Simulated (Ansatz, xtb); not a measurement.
# Relative energy of two structures of AlAsBH2Si−

Structure X: a singlet given by its coordinates. Structure Y: a singlet given by its coordinates. Both are isolated ions in the gas phase, relaxed with PBE0-D3(BJ)/def2-SVPD.

X (Å):

```xyz
6

Al   -2.4016   -0.7332   -1.6015
As   -1.8333   -2.4159   -4.9344
B    -2.4577   -1.2680   -3.5524
Si   -1.0260   -2.6924   -2.8002
H    -1.4380    0.4448   -1.0572
H    -3.4585   -1.3039   -0.5200
```

Close contacts (Å): Al1–B3 2.02, Al1–Si4 2.68, As2–B3 1.90, As2–Si4 2.30, B3–Si4 2.16, Al1–H5 1.62, Al1–H6 1.62.

Y (Å):

```xyz
6

Al   -1.5775   -1.1066   -1.2589
As   -0.7195   -1.6121   -3.3934
B    -2.7224   -1.4743   -3.3926
Si   -3.0263   -2.8218   -1.9837
H    -3.4017   -0.9491   -4.2496
H    -1.1586   -0.0184   -0.1535
```

Close contacts (Å): Al1–As2 2.36, Al1–Si4 2.36, As2–B3 2.01, B3–Si4 1.97, Al1–H6 1.61, B3–H5 1.21.

Energies in hartree; the thermal terms are from PBE0-D3(BJ)/def2-SVPD harmonic frequencies (ideal gas, rigid rotor, one conformer each, 298.15 K, 1 atm) and include the zero-point energy:

```
                                X            Y
E, CCSD(T)/def2-SVPD  −2790.977894  −2790.986895
    E, MP2/def2-SVPD  −2790.925986  −2790.935338
  E, MP2/def2-TZVPPD  −2791.483670  −2791.494188
   zero-point energy      0.018824      0.020956
        H(298 K) − E      0.025657      0.027523
        G(298 K) − E     −0.011711     −0.009168
```

Question: Correct the CCSD(T) difference for the basis set by the MP2 change, then work out ΔE, ΔE₀, ΔH and ΔG for X → Y in kcal/mol (1 Eh = 627.51 kcal/mol) and the equilibrium ratio [Y]/[X].

Answer: 1. Differences Y − X: CCSD(T) −0.009001, MP2 in the small set −0.009352, MP2 in the large set −0.010518 Eh.
2. ΔE = −0.009001 + (−0.010518 − (−0.009352)) = −0.010167 Eh = −6.38 kcal/mol.
3. ΔE₀ = ΔE + ΔZPE = −0.010167 + (+0.002132) Eh = −5.04 kcal/mol.
4. ΔH = ΔE + (+0.001866) Eh = −5.21 kcal/mol.
5. ΔG = ΔE + (+0.002543) Eh = −4.78 kcal/mol, so ΔS = (ΔH − ΔG)/T = −6.0 J/(mol K).
6. kT = 0.9442 mEh, so K = [Y]/[X] = exp(−ΔG/kT) = exp(+8.07) ≈ 3.2 × 10^3.

Structure Y is favoured at this temperature. An error of 1 kcal/mol in ΔG would change K by a factor of 5.4. Large T1 diagnostics make the coupled-cluster value less sure. Mirror images and further conformers aren't counted.

Other levels gave ΔE = −9.7 (PBE0-D3(BJ)/def2-SVPD); −3.2 (HF/def2-SVPD); −5.9 (MP2/def2-SVPD); −5.6 (CCSD(T)/def2-SVPD) kcal/mol. The correlated steps freeze 20 core orbitals; the filled d shell of As is correlated, in a basis made for valence electrons. Programs: Ansatz 0.2.0.
